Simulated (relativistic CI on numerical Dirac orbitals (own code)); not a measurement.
**What each ingredient does to the levels of Gd60+**

Base calculation: Dirac-Coulomb-Breit CI, orbitals from a KLI potential per configuration, QED by a radiative potential, unscaled Slater integrals.

Configurations in the expansion (outside the closed core 1s2): 2s2, 2s 2p, 2p2, 2p 3s, 2p 3p, 2s 3s, 2s 3p, 2s 3d, 2s 4s, 2s 4p, 2s 4d, 2s 4f, 3s2, 3s 3p, 3p2. Levels of other configurations are missing.

The lowest level and the first level of each name with at least 55 % of one term (blank where a level has no safe partner in the second run):

```csv
Level,Base (eV),Shift (eV)
2s2 1S_0,0.00,0.00
2s 2p 3P°_0,134.93,+0.01
2s 2p 3P°_1,163.96,+0.05
2p2 3P_0,386.56,+0.21
2s 2p 3P°_2,905.81,-0.04
2s 2p 1P°_1,982.91,+0.06
2p2 3P_1,1121.14,-0.02
2p2 1D_2,1138.65,+0.27
2p2 3P_2,1902.68,+0.15
2p2 1S_0,1960.94,+0.19
2s 3s 3S_1,7889.76,
2s 3s 1S_0,7917.20,
2s 3p 3P°_0,7954.62,
2s 3p 3P°_1,7955.40,
```

At this charge energies of transitions that change n are usually good to better than 1 %, and those within a shell (Δn = 0) to a few per cent.

One thing was changed in a second run, which moved the levels as shown. Which?
A. valence Slater integrals scaled by 0.9
B. only the first 3 configurations
C. QED terms removed
D. Breit term removed
E. configuration mixing switched off

B. Only the first 3 configurations. With fewer configurations the levels that remain lose their mixing partners.

LS names give the leading component of a level, which can be under half, so a name can repeat, a term be missing and a line seem to break the LS rules.
